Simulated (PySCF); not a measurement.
Computed IR spectrum (relative IR intensity) of a molecule C₃H₁₀ClNSi. Geometry: PBE-D3(BJ)/def2-SVP. One conformer was computed; it need not be the lowest. All values below come from PBE-D3(BJ)/def2-SVP (PySCF 2.14.0). Frequencies are harmonic and unscaled.

Lines under 2 % of the strongest are left out, and lines within 2 cm⁻¹ are merged.

```csv
ν (cm⁻¹),relative intensity
291,18
336,16
515,19
598,6.3
647,3.6
718,6.0
729,21
804,38
820,100
861,34
886,7.1
950,7.2
1050,2.9
1067,4.9
1210,12
1412,4.2
1584,7.1
2151,56
2945,12
2970,3.7
3027,11
3045,8.5
```

**Question.** Which molecule gave these data?
A. C[C@@H](N)[Si@H](C)Cl
B. CNC[Si@H](C)Cl
C. CC[Si@@](C)(N)Cl
D. CC[Si@@H](Cl)NC

**Answer.** A, C[C@@H](N)[Si@H](C)Cl
